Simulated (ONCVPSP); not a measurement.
# An odd input for ONCVPSP 4.0.1 (aluminium (Al))

Command:

```bash
oncvpsp.x < Al.dat > Al.out
```

Input:

```
# ATOM AND REFERENCE CONFIGURATION
# atsym  z   nc   nv     iexc    psfile
  Al 13.00    3    2        4      upf
#
#   n    l    f
    1    0    2.00
    2    0    2.00
    2    1    6.00
    3    0    1.50
    3    1    1.50
#
# PSEUDOPOTENTIAL AND OPTIMIZATION
# lmax
    1
#
#   l,   rc,      ep,       ncon, nbas, qcut
    0    1.75    0.00    4    9    3.30
    1    2.50    0.00    3    6    0.30
#
# LOCAL POTENTIAL
# lloc, lpopt,  rc(5),   dvloc0
    4    5    1.35    1.00
#
# VANDERBILT-KLEINMAN-BYLANDER PROJECTORs
# l, nproj, debl
    0    2    3.80
    1    2    2.60
#
# MODEL CORE CHARGE
# icmod, fcfact, rcfact
    2    0.20    0.80
#
# LOG DERIVATIVE ANALYSIS
# epsh1, epsh2, depsh
   -2.00    5.00    0.02
#
# OUTPUT GRID
# rlmax, drl
    6.00    0.01
#
# TEST CONFIGURATIONS
# ncnf
    4
# nvcnf
#   n    l    f
    2
    3    0    2.00
    3    1    1.00
#
    2
    3    0    2.00
    3    1    0.00
#
    2
    3    0    1.00
    3    1    0.00
#
    2
    3    0    0.00
    3    1    3.00
#
```

This is an input that runs to its end, with one change: qcut of l = 1 set to 0.30.

Problem. How does the run end?

Solution. The program runs through. Ghost flags: GHOST(+) s at 162.8 eV; the largest excitation error among the 4 tests with output is 37.3 meV, against 29.4 meV for the unchanged input.

```
   2   1  6.0000   -3.31704612
   3   0  1.0000   -0.87271849   -0.86911158    3.61D-03

    Total energies and differences
      AE_ref= -2.42591106D+02  AE_tst= -2.41766424D+02  dif=  8.25D-01
      PS_ref= -1.85883692D+00  PS_tst= -1.03552139D+00  dif=  8.23D-01
      PSP excitation error=  1.37D-03

Test configuration 4

   n   l     f        eae           eps        diff
   1   0  2.0000  -55.66548563
   2   0  2.0000   -4.10332653
   2   1  6.0000   -2.68678929
   3   1  3.0000   -0.14302397   -0.14287202    1.52D-04

    Total energies and differences
      AE_ref= -2.42591106D+02  AE_tst= -2.42300613D+02  dif=  2.90D-01
      PS_ref= -1.85883692D+00  PS_tst= -1.56847857D+00  dif=  2.90D-01
      PSP excitation error=  1.35D-04
```
